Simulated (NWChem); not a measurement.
C$_{2}$H$_{2}$BFO$_{2}$; SMILES O=C1B(F)CO1

```xyz
8

O      1.2553    -1.5931     0.0000
C      0.4099    -0.7590     0.0000
O     -0.9506    -0.9900     0.0000
C     -1.4101     0.3929     0.0000
B      0.1062     0.8324     0.0000
F      0.7838     1.9417     0.0000
H     -2.0109     0.6123     0.8971
H     -2.0109     0.6123    -0.8971
```
Atoms are numbered in this order, from 1.

All runs: NWChem. Structure relaxed at the PBE0/def2-SVP level. Total energies of different functionals are on different scales.

```csv
level,energy (Ha),highest occupied level (eV),orbital gap (eV),dipole (D)
PBE/def2-SVP,-351.9361,-6.22,2.91,3.47
B3LYP/def2-SVP,-352.3133,-7.59,4.99,3.66
BLYP/def2-SVP,-352.2463,-6.06,2.94,3.45
Hartree-Fock/def2-SVP,-350.4940,-12.05,13.34,4.27
PW6B95/def2-SVP,-352.7185,-8.04,5.63,3.69
TPSSh/def2-SVP,-352.3197,-6.98,4.12,3.65
```
